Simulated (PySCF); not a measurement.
PySCF input (TPSSh/def2-TZVPD):

```python
from pyscf import gto, scf, dft

mol = gto.M(
    atom='''
    O     0.01915060   -0.02033157   -1.25607661
    N    -0.00000000    0.00000000   -0.00000000
    O     1.04214260    0.28880183    0.63956302
    O    -1.06129321   -0.26847027    0.61651359
    ''',
    basis='def2-tzvpd',
    charge=-1,
    spin=0,
    verbose=4,
)

mf = dft.RKS(mol, xc='tpssh').density_fit(auxbasis='def2-universal-jkfit')
mf.grids.level = 3
mf.conv_tol = 1e-9
mf.max_cycle = 100
mf.max_memory = 1500
mf.kernel()
if not mf.converged:
    mf = mf.newton()
    mf.kernel(mf.make_rdm1())
mf.analyze()
```

End of the output:

```
Extra cycle  E= -280.490374641249  delta_E= -1.36e-12  |g|= 1.5e-07  |ddm|= 2.24e-07
converged SCF energy = -280.490374641249
**** SCF Summaries ****
Total Energy =                        -280.490374641249218
Nuclear Repulsion Energy =             117.449253307586190
One-electron Energy =                 -625.753345902459046
Two-electron Energy =                  227.813717953623666
Two-electron Coulomb Energy =          260.656871298519093
DFT Exchange-Correlation Energy =      -32.843153344895413
HOMO-LUMO gap [eV] =                     4.729522108125466
**** MO energy ****
MO #1   energy= -18.84395561798    occ= 2
MO #2   energy= -18.8439543777516  occ= 2
MO #3   energy= -18.8439492618455  occ= 2
MO #4   energy= -14.2803039711469  occ= 2
MO #5   energy= -0.989520750561503 occ= 2
MO #6   energy= -0.776264739017372 occ= 2
MO #7   energy= -0.776264217077857 occ= 2
MO #8   energy= -0.368781742061209 occ= 2
MO #9   energy= -0.30098941482735  occ= 2
MO #10  energy= -0.276855849038904 occ= 2
MO #11  energy= -0.276855515477215 occ= 2
MO #12  energy= -0.085360488797266 occ= 2
MO #13  energy= -0.0853594823937451 occ= 2
MO #14  energy= -0.0691441672137615 occ= 2
MO #15  energy= -0.0691437901442956 occ= 2
MO #16  energy= -0.0143716363551363 occ= 2
MO #17  energy= 0.159435096776698  occ= 0
MO #18  energy= 0.180239377703127  occ= 0
MO #19  energy= 0.18716449984266   occ= 0
MO #20  energy= 0.187164608084877  occ= 0
MO #21  energy= 0.235186099595717  occ= 0
MO #22  energy= 0.242191013986909  occ= 0
MO #23  energy= 0.242191919479953  occ= 0
MO #24  energy= 0.252787334265756  occ= 0
MO #25  energy= 0.252788239459085  occ= 0
MO #26  energy= 0.257481060033459  occ= 0
MO #27  energy= 0.29607382955684   occ= 0
MO #28  energy= 0.387575569544197  occ= 0
MO #29  energy= 0.388279391033933  occ= 0
MO #30  energy= 0.388280094059316  occ= 0
MO #31  energy= 0.400834473204359  occ= 0
MO #32  energy= 0.511760620494389  occ= 0
MO #33  energy= 0.511760964917037  occ= 0
MO #34  energy= 0.54591423895518   occ= 0
MO #35  energy= 0.560294082144845  occ= 0
MO #36  energy= 0.560303881223208  occ= 0
MO #37  energy= 0.589264613069252  occ= 0
MO #38  energy= 0.589265097253553  occ= 0
MO #39  energy= 0.609529175383553  occ= 0
MO #40  energy= 0.609529591423377  occ= 0
MO #41  energy= 0.628498316720993  occ= 0
MO #42  energy= 0.628502017939735  occ= 0
MO #43  energy= 0.634349346600037  occ= 0
MO #44  energy= 0.660985368925941  occ= 0
MO #45  energy= 0.663643499777763  occ= 0
MO #46  energy= 0.685573876862766  occ= 0
MO #47  energy= 0.691111376289509  occ= 0
MO #48  energy= 0.691113065030209  occ= 0
MO #49  energy= 0.73883326548938   occ= 0
MO #50  energy= 0.77429121410127   occ= 0
MO #51  energy= 0.793817182457866  occ= 0
MO #52  energy= 0.79381853670678   occ= 0
MO #53  energy= 0.809486270168976  occ= 0
MO #54  energy= 0.816254094880679  occ= 0
MO #55  energy= 0.816259918839316  occ= 0
MO #56  energy= 0.891413477091891  occ= 0
MO #57  energy= 0.891421303022516  occ= 0
MO #58  energy= 1.04301964660205   occ= 0
MO #59  energy= 1.10173190376871   occ= 0
MO #60  energy= 1.13362355954347   occ= 0
MO #61  energy= 1.13362651676782   occ= 0
MO #62  energy= 1.2025445799584    occ= 0
MO #63  energy= 1.20254509963058   occ= 0
MO #64  energy= 1.21413634134252   occ= 0
MO #65  energy= 1.2141385616927    occ= 0
MO #66  energy= 1.24003613809481   occ= 0
MO #67  energy= 1.41127735927424   occ= 0
MO #68  energy= 1.41127830184199   occ= 0
MO #69  energy= 1.43482077122018   occ= 0
MO #70  energy= 1.47277444091718   occ= 0
MO #71  energy= 1.47278629461871   occ= 0
MO #72  energy= 1.65616513155675   occ= 0
MO #73  energy= 1.68846455036573   occ= 0
MO #74  energy= 1.68846572709821   occ= 0
MO #75  energy= 1.90454061827353   occ= 0
MO #76  energy= 1.90454175997711   occ= 0
MO #77  energy= 1.94356583511119   occ= 0
MO #78  energy= 1.9831560681893    occ= 0
MO #79  energy= 1.99874003857131   occ= 0
MO #80  energy= 1.99874420960779   occ= 0
MO #81  energy= 2.07813379303104   occ= 0
MO #82  energy= 2.15534032592577   occ= 0
MO #83  energy= 2.41573021805119   occ= 0
MO #84  energy= 2.41573106540591   occ= 0
MO #85  energy= 2.43190099955415   occ= 0
MO #86  energy= 2.44526379095828   occ= 0
MO #87  energy= 2.48907677641897   occ= 0
MO #88  energy= 2.48907823682747   occ= 0
MO #89  energy= 2.72654626583795   occ= 0
MO #90  energy= 2.75812346162981   occ= 0
MO #91  energy= 2.75812470921088   occ= 0
MO #92  energy= 3.10663934400091   occ= 0
MO #93  energy= 3.10664127964822   occ= 0
MO #94  energy= 3.12790974992967   occ= 0
MO #95  energy= 3.14479837828703   occ= 0
MO #96  energy= 3.28558879115098   occ= 0
MO #97  energy= 3.28559002996354   occ= 0
MO #98  energy= 3.50167476202345   occ= 0
MO #99  energy= 3.50168248970627   occ= 0
MO #100 energy= 3.59235333325444   occ= 0
MO #101 energy= 3.64636128346263   occ= 0
MO #102 energy= 3.64637373338912   occ= 0
MO #103 energy= 3.96317874846938   occ= 0
MO #104 energy= 3.96318262316731   occ= 0
MO #105 energy= 4.20170539575861   occ= 0
MO #106 energy= 4.20171155030081   occ= 0
MO #107 energy= 4.22102907985107   occ= 0
[...]
```

It need not be the lowest isomer of its formula. Whether it binds its extra electron was not tested at this geometry.
